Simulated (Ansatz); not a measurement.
`C[NH][GeH2][Cl]` + HCl → `[Cl][GeH2][Cl]` + CH₃NH₂ at 298.15 K and 1 bar (ligand exchange at a Ge–N bond).

Computed with Ansatz on PBE0-D4/def2-TZVP structures; ΔE is electronic, products minus reactants. CBS: MP2 limit from def2 TZ/QZ plus the TZ coupled-cluster correction, frozen cores. This one scheme is used for every species. For Ge outer-core shells are correlated without core-valence functions, which leaves a few kJ/mol of doubt a bond. Scalar relativity is left out up to krypton. One conformer a species, not always the lowest.

```csv
species,CCSD(T)/CBS energy (Eh),H − E (kJ/mol),S (J/(mol·K))
`C[NH][GeH2][Cl]`,-2632.29815,208.3,342.5
HCl,-460.38127,26.6,186.8
`[Cl][GeH2][Cl]`,-2996.94498,63.5,300.8
CH₃NH₂,-95.75281,180.0,240.4
```

H − E and S are ideal-gas, rigid-rotor, harmonic terms from PBE0-D4/def2-TZVP, for one conformer and one mirror image of each species. 1 Eh = 2625.50 kJ/mol, R = 8.31446 J/(mol·K).

**Question.** By hand: ΔE, ΔH, ΔS and ΔG.

**Answer.** ΔE = (-2996.94498) + (-95.75281) − (-2632.29815) − (-460.38127) = -0.01837 Eh = -48.2 kJ/mol. Δ(H − E) = 63.5 + 180.0 − 208.3 − 26.6 = 8.6, so ΔH = -39.6 kJ/mol. ΔS = 300.8 + 240.4 − 342.5 − 186.8 = 11.9 J/(mol·K). ΔG = -39.6 − 298.15 × (11.9)/1000 = -43.1 kJ/mol.

**Question.** By hand: the equilibrium constant, and the temperature at which ΔG would vanish if ΔH and ΔS stayed fixed.

**Answer.** log₁₀ K = −ΔG/(RT ln 10) = 7.6. ΔH and −TΔS have one sign here, so there is no such temperature.

The number of gas molecules stays the same, so ΔS is small and ΔH decides. A doubt of 5 kJ/mol in ΔE shifts log₁₀ K by 0.9 here. Other conformers and mirror images would add mixing entropy, several J/(mol·K) or more a flexible species. These are equilibria of isolated gas molecules and say nothing of rates. Largest T1 diagnostic: 0.010 (customary marks: 0.02 for closed shells, 0.045 for open ones).

ΔS is within the doubt of such terms, so its sign, and with it that verdict, could turn.
